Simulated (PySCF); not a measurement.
F2Sc, charge +1. Atoms are numbered in the order given.

```xyz
3

Sc     0.0000     0.0000     0.4310
F      0.0000    -1.4957    -0.5028
F      0.0000     1.4957    -0.5028
```
Charge +1, spin multiplicity 1.

The structure is a stationary point at ωB97X-D3(BJ)/def2-TZVP. The multiplicity is an assumed one; other spin states were not compared. The isomer is the one that the SMILES or the coordinates give; other isomers of the formula were not compared.

The numbers are results of B3LYP/def2-TZVPD (PySCF), not measurements.

Mulliken values depend strongly on the basis, most of all with diffuse functions as here. ESP charges are fitted to the potential on shells at 1.4 to 2.0 van der Waals radii. Atomic charges (e):

```csv
atom,meta-Löwdin,Mulliken,ESP fit
Sc1,1.72,1.87,1.87
F2,-0.36,-0.43,-0.44
F3,-0.36,-0.43,-0.44
```
